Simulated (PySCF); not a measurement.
## Potassium: a sound run and one with changed settings

Sound run: K [Ar] 4s1, K⁺ [Ar]. All numbers are calculated (PySCF 2.14, the spin-free X2C one-electron Hamiltonian (Gaussian nucleus), in Sapporo-DKH3-DZP-2012). The sound run starts from symmetry-adapted Hartree-Fock orbitals and uses a fine grid where one is needed.

Changed run: radial step 0.5 in ln r (0.13 in the sound run). This setting is unsound on purpose.

| species | method | sound run (hartree) | changed run (hartree) | converged |
| --- | --- | --- | --- | --- |
| K | UHF | -601.44501 | -601.44501 | yes |
| K | PBE0 | -602.04601 | -602.04806 | yes |
| K | PBE | -602.00409 | -602.00866 | yes |
| K⁺ | UHF | -601.29717 | -601.29717 | yes |
| K⁺ | PBE0 | -601.88467 | -601.88700 | yes |
| K⁺ | PBE | -601.84016 | -601.84503 | yes |

Ionisation energy of K:

```
method  sound run (eV)  changed run (eV)
   UHF           4.023             4.023
  PBE0           4.390             4.383
   PBE           4.461             4.453
```

A coarse radial grid mis-integrates the density and the exchange-correlation energy, with errors of either sign; Hartree-Fock needs no grid.

For comparison, NIST gives 4.341 eV between the lowest levels.
